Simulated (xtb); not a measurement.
Zr(F)3(Me) (CH₃F₃Zr), SMILES [F][Zr]([F])([CH3])[F], multiplicity 1. All values are semi-empirical tight-binding results from xtb (GFN2-xTB unless named), good for trends rather than for accurate numbers. Coordinates come from a GFN2-xTB optimisation. The spin state was assumed, not searched. The structure was generated by enumeration; whether it is a known compound was not checked.

The geometry has at least one imaginary mode, so it is a saddle point at that level.

For metal compounds this method's bond lengths and energies can be far off.

Estimate the properties. (The exact figures need the calculation; the answer reports its results.)


The point group as xtb finds it comes out as C3 and the orbital gap is 3.52 eV.
